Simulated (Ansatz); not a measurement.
Molecule: sum formula GaBrF2, charge 0, multiplicity 1. 
Geometry from a B3LYP-D3(BJ)/def2-TZVP (Ansatz, an electronic-structure program) optimisation:
SMILES: [F][Ga]([F])[Br]
```xyz
4

F     -1.4403     1.6954     0.0432
Ga    -0.7327     0.1047     0.0092
F     -1.8582    -1.2238    -0.0016
Br     1.4972    -0.2140    -0.0189
```
Charge 0, spin multiplicity 1.

Basis-set convergence of Hartree-Fock and CCSD correlation energies (hartree) with Ansatz. Correlated levels leave the core frozen unless marked. No spin-orbit coupling. The frozen core is the preceding noble-gas configuration, with the filled d and f shells of earlier blocks. Non-relativistic.

```csv
basis,functions,E(HF),"E(corr, CCSD)"
cc-pVDZ,82,-4694.63147,-0.56273
cc-pVTZ,146,-4694.85406,-0.74829
cc-pVQZ,246,-4694.88076,-0.81528
cc-pV5Z,390,-4694.88577,-0.83971
```

Extrapolating the two largest sets (X = 4 and 5) as X^-3: E(corr) = (125·(-0.83971) - 64·(-0.81528))/61 = -0.8653 Eh, an estimate of the basis-set limit. The largest set recovers 97.0 % of it, the smallest 65.0 %.
